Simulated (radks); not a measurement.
Species: Sc3+. Configuration: [Ne] 3s2 3p5 4s1 (not the ground configuration). All-electron calculation, scalar-relativistic Kohn-Sham, PBE, spin-unpolarised, spherical densities, finite nucleus; Fermi nuclear charge, rms radius 3.5459 fm. Program: a radial shooting solver on a logarithmic mesh with Libxc functionals.

Normalised radial functions P(r) = r R(r), r in bohr:

r	3s	3p	3d
0.005278	0.1016	0.0030	0.0000
0.007812	0.1416	0.0064	0.0000
0.01156	0.1918	0.0132	0.0001
0.01711	0.2488	0.0270	0.0003
0.02552	0.3018	0.0547	0.0009
0.03777	0.3228	0.1048	0.0026
0.0559	0.2709	0.1896	0.0075
0.0834	0.0950	0.3172	0.0209
0.1234	-0.2017	0.4592	0.0535
0.1827	-0.5042	0.5363	0.1254
0.2703	-0.5468	0.4057	0.2622
0.4033	-0.0850	-0.0461	0.4796
0.5968	0.6743	-0.6605	0.7249
0.8832	1.1009	-1.0294	0.8822
1.318	0.8104	-0.8352	0.7955
1.95	0.2902	-0.3655	0.4941
2.886	0.0433	-0.0756	0.1883
4.271	0.0019	-0.0054	0.0343
6.372	0.0000	-0.0001	0.0019
9.43	0.0000	0.0000	0.0000

3s: eigenvalue -94.573 eV, 2 radial nodes at r = 0.0960, 0.423 bohr, <r> = 1.04 bohr, 90 % of the charge inside 1.54 bohr. 3p: eigenvalue -72.384 eV, 1 radial node at r = 0.391 bohr, <r> = 1.10 bohr, 90 % of the charge inside 1.67 bohr. 3d (empty): eigenvalue -39.269 eV, 0 radial nodes, <r> = 1.25 bohr, 90 % of the charge inside 2.04 bohr.
